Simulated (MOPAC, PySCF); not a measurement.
C2H3N, SMILES `C#CN`, neutral singlet in the gas phase. 

Cartesian coordinates (Å):
SMILES: C#CN
```xyz
6

C      1.4482    -0.0426     0.0724
C      0.2521     0.0249    -0.0206
N     -1.0815     0.1336    -0.1839
H      2.5031    -0.1060     0.1612
H     -1.5513     0.7272     0.4843
H     -1.5705    -0.7371    -0.3335
```
Charge 0, spin multiplicity 1.

All levels are single points at this geometry (B3LYP-D3(BJ)/def2-TZVP); Pople sets use spherical d functions. Orbital energies aren't observables, and empty levels follow the basis.

ωB97X-D3(BJ)/def2-TZVP in PySCF gives HOMO (eV) = -8.94.

Q: Estimate the HOMO (eV) from each of these levels: B3LYP/3-21G in PySCF; B3LYP/6-311+G** in PySCF; M06-2X/6-31G* in PySCF; HF/3-21G in PySCF; HF/STO-3G in PySCF; AM1 in MOPAC; PM6 in MOPAC; PM7 in MOPAC.

A: 
```tsv
level	HOMO (eV)
B3LYP/3-21G in PySCF	-5.71
B3LYP/6-311+G** in PySCF	-6.36
M06-2X/6-31G* in PySCF	-7.38
HF/3-21G in PySCF	-9.12
HF/STO-3G in PySCF	-7.33
AM1 in MOPAC	-9.30
PM6 in MOPAC	-9.20
PM7 in MOPAC	-9.31
```
